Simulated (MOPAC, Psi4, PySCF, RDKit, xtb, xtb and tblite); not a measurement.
Two geometries of SMILES BCCC#C, relaxed at GFN2-xTB with one dihedral held; other torsions can differ between them too.

Structure A

```
12

B     -2.1195    -0.3176    -0.0518
C     -0.5762    -0.5275     0.1660
C     -0.2785    -1.2828     1.4813
C      1.1418    -1.5183     1.6355
C      2.3219    -1.6946     1.7277
H     -2.5819     0.7522    -0.1434
H     -2.8233    -1.2525    -0.0748
H     -0.1781    -1.1379    -0.6512
H     -0.0020     0.4009     0.1712
H     -0.8030    -2.2424     1.4882
H     -0.6347    -0.6942     2.3316
H      3.3534    -1.8584     1.8245
```

Structure B

```
12

B     -2.1353    -0.3281    -0.0541
C     -0.5935    -0.5418     0.1205
C      0.2820     0.7210     0.0927
C      1.6839     0.3958     0.2611
C      2.8315     0.0868     0.4015
H     -2.5933     0.7383    -0.1979
H     -2.8386    -1.2625    -0.0394
H     -0.4086    -1.0752     1.0599
H     -0.2368    -1.2318    -0.6527
H     -0.0215     1.4010     0.8937
H      0.1523     1.2421    -0.8601
H      3.8415    -0.1676     0.5256
```

Q: Which is lower in energy at the level DF-MP2 (frozen core)/cc-pVTZ // GFN2-xTB (Psi4), and by how much?

A: B is lower, by 6.54 kJ/mol (dihedral H6–B1–C2–C3: 120° in A, 0° in B).

E(B) − E(A) in kJ/mol at the other levels, on the same two geometries: GFN2-xTB (xtb and tblite) -5.42; PBE/def2-TZVP // GFN2-xTB (Psi4) -8.18; PBE-D3(BJ)/def2-TZVP // GFN2-xTB (Psi4) -8.09; HF/cc-pVTZ // GFN2-xTB (Psi4) -7.14; UFF // GFN2-xTB (RDKit) 2.31; PM3, restricted, heats of formation // GFN2-xTB (MOPAC) -8.93; PM7, restricted, heats of formation // GFN2-xTB (MOPAC) -6.20; GFN1-xTB // GFN2-xTB (xtb) -3.05; restricted B3LYP/6-31G*, spherical d // GFN2-xTB (PySCF) -6.55; restricted M06-2X/6-31G*, spherical d // GFN2-xTB (PySCF) -6.48; restricted BP86/6-31G*, spherical d // GFN2-xTB (PySCF) -6.83; restricted B3LYP/3-21G // GFN2-xTB (PySCF) -7.05.
